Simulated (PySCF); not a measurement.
HAlBr₂, SMILES [Br][AlH][Br], B3LYP/def2-SVP optimised geometry.

```
4

Al    -0.58    -0.31     0.00
H     -1.37    -1.66     0.00
Br    -1.68     1.66     0.00
Br     1.68    -0.31     0.00
```

Density from B3LYP/def2-TZVP (PySCF) at that geometry.

Minimum of the electron density along straight lines between bonded atoms, close to the bond critical point (lines longer than 1.1 times the sum of covalent radii, or with two minima, are not listed):

```json
[
 {"bond": "Al1–H2", "length / Å": "1.566", "ρ at the minimum / e bohr⁻³": "(withheld)", "∇²ρ there / e bohr⁻⁵": "0.20", "position (fraction from the first atom)": "0.51"},
 {"bond": "Al1–Br3", "length / Å": "2.256", "ρ at the minimum / e bohr⁻³": "0.067", "∇²ρ there / e bohr⁻⁵": "0.19", "position (fraction from the first atom)": "0.37"},
 {"bond": "Al1–Br4", "length / Å": "2.256", "ρ at the minimum / e bohr⁻³": "0.067", "∇²ρ there / e bohr⁻⁵": "0.19", "position (fraction from the first atom)": "0.37"}
]
```

Q: Fill in the missing entries.

A: 
- Al1–H2, ρ at the minimum / e bohr⁻³: 0.088
